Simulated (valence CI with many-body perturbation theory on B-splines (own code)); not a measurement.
Values are calculated unless marked as measured or tabulated.
**Level structure of La¹⁶⁺**

Level of theory: relativistic CI+MBPT: five valence electrons over a frozen Dirac-Fock core [Kr], radial functions for each j: 7 s, 7 p, 8 d, 6 f, 4 g, 1 h, with the one-electron correlation potential Σ1 (screened to all orders), the two-electron term Σ2, the three-electron term Σ3, Breit, model QED; selected single and double excitations, second order for the rest (own B-spline code, finite nucleus).

No measured levels were compared; by estimate terms of the open shell hold to 2 to 4 % of their energy, and close levels can change places. Core correlation moves these levels by up to 12000 cm⁻¹, and in measured spectra 5 to 20 % of such shifts remained as error; rates that hang on mixing are uncertain with them. Among the levels kept, up to 300 cm⁻¹ of a level comes from second order outside the variational space, and about a tenth of that is noise between levels of different J, which matters for small intervals. Only levels of the ground parity were solved; by the run's estimate the other parity begins above the list, which can be wrong where configurations are misplaced.

Levels 1 to 37 of 37, with energies above the lowest level, 4d⁵ ⁶S_5/2. "Leading %" is the weight of the configuration and term that name the level; weights of strongly mixed levels are sums over their largest components and can fall short. In the jj column 3d3/2^4 stands for four electrons in 3d with j = 3/2.

```tsv
No.	Configuration	Term	J	E (cm⁻¹)	Leading %	Leading jj	Second component
1	4d⁵	⁶S	5/2	0.0	79	4d3/2^3 4d5/2^2 (40 %)	16 % 4d⁵ ⁴P
2	4d⁵	⁴G	5/2	35010	28	4d3/2^4 4d5/2 (63 %)	22 % 4d⁵ ²F
3	4d⁵	⁴G	7/2	48385	59	4d3/2^3 4d5/2^2 (87 %)	16 % 4d⁵ ⁴D
4	4d⁵	⁴D	3/2	50609	47	4d3/2^3 4d5/2^2 (88 %)	40 % 4d⁵ ⁴P
5	4d⁵	⁴G	11/2	51179	72	4d3/2^3 4d5/2^2 (76 %)	20 % 4d⁵ ²H
6	4d⁵	⁴G	5/2	53396	40	4d3/2^3 4d5/2^2 (52 %)	29 % 4d⁵ ⁴D
7	4d⁵	⁴G	9/2	54138	78	4d3/2^3 4d5/2^2 (58 %)	10 % 4d⁵ ⁴F
8	4d⁵	⁴P	1/2	58840	58	4d3/2^3 4d5/2^2 (59 %)	33 % 4d⁵ ⁴D
9	4d⁵	⁴D	7/2	66317	58	4d3/2^2 4d5/2^3 (70 %)	24 % 4d⁵ ⁴G
10	4d⁵	²D	5/2	70589	34	4d3/2^3 4d5/2^2 (52 %)	26 % 4d⁵ ⁴D
11	4d⁵	²I	11/2	76170	69	4d3/2^2 4d5/2^3 (80 %)	20 % 4d⁵ ⁴G
12	4d⁵	⁴D	1/2	77491	65	4d3/2^2 4d5/2^3 (85 %)	28 % 4d⁵ ⁴P
13	4d⁵	²F	7/2	78067	40	4d3/2^3 4d5/2^2 (64 %)	23 % 4d⁵ ⁴F
14	4d⁵	⁴D	3/2	80178	40	4d3/2^2 4d5/2^3 (60 %)	32 % 4d⁵ ⁴P
15	4d⁵	²G	9/2	82555	48	4d3/2^2 4d5/2^3 (60 %)	24 % 4d⁵ ⁴F
16	4d⁵	²I	13/2	83977	99	4d3/2^2 4d5/2^3 (99 %)	
17	4d⁵	⁴F	3/2	84270	55	4d3/2^2 4d5/2^3 (72 %)	24 % 4d⁵ ²D
18	4d⁵	²F	5/2	88520	34	4d3/2^2 4d5/2^3 (67 %)	24 % 4d⁵ ⁴F
19	4d⁵	²H	9/2	98817	51	4d3/2^2 4d5/2^3 (97 %)	45 % 4d⁵ ⁴F
20	4d⁵	⁴F	5/2	100140	32	4d3/2^2 4d5/2^3 (53 %)	28 % 4d⁵ ²F
21	4d⁵	²G	7/2	101360	60	4d3/2^2 4d5/2^3 (92 %)	29 % 4d⁵ ²F
22	4d⁵	²F	5/2	107120	44	4d3/2^2 4d5/2^3 (55 %)	20 % 4d⁵ ⁴F
23	4d⁵	²D	3/2	107910	62	4d3/2 4d5/2^4 (44 %)	30 % 4d⁵ ⁴F
24	4d⁵	²F	7/2	111760	67	4d3/2^2 4d5/2^3 (48 %)	22 % 4d⁵ ²G
25	4d⁵	²S	1/2	115540	76	4d3/2^2 4d5/2^3 (38 %)	12 % 4d⁵ ⁴P
26	4d⁵	⁴F	7/2	116860	47	4d3/2 4d5/2^4 (71 %)	31 % 4d⁵ ²F
27	4d⁵	²G	9/2	120180	47	4d3/2 4d5/2^4 (56 %)	31 % 4d⁵ ²H
28	4d⁵	²H	11/2	120660	69	4d3/2 4d5/2^4 (93 %)	22 % 4d⁵ ²I
29	4d⁵	²D	3/2	130860	81	4d3/2 4d5/2^4 (53 %)	10 % 4d⁵ ⁴D
30	4d⁵	²D	5/2	134470	58	4d3/2 4d5/2^4 (60 %)	30 % 4d⁵ ²F
31	4d⁵	²D	5/2	143520	59	4d5/2^5 (37 %)	25 % 4d⁵ ²F
32	4d⁵	²G	9/2	143890	95	4d3/2^2 4d5/2^3 (60 %)	
33	4d⁵	²G	7/2	150380	82	4d3/2 4d5/2^4 (70 %)	14 % 4d⁵ ²F
34	4d⁵	²P	3/2	161380	82	4d3/2^2 4d5/2^3 (80 %)	15 % 4d⁵ ²D
35	4d⁵	²P	1/2	172990	87	4d3/2 4d5/2^4 (56 %)	11 % 4d⁵ ²S
36	4d⁵	²D	5/2	188650	92	4d3/2^2 4d5/2^3 (62 %)	
37	4d⁵	²D	3/2	194610	81	4d3/2 4d5/2^4 (78 %)	15 % 4d⁵ ²P
```

Names give the largest LS component (configuration and term), which can be under half, so a name can repeat, a term be missing and a line seem to break the LS rules; names also repeat where a configuration has a term twice.

Where two levels of one J and parity lie close, their mixing, g and order are uncertain.

The ionisation energy to 4d⁴ ⁵D0 of the next ion comes out as 430.65 eV (NIST: 431 ± 3 eV (theoretical)). All 37 levels together are meant to be complete up to 202620 cm⁻¹.
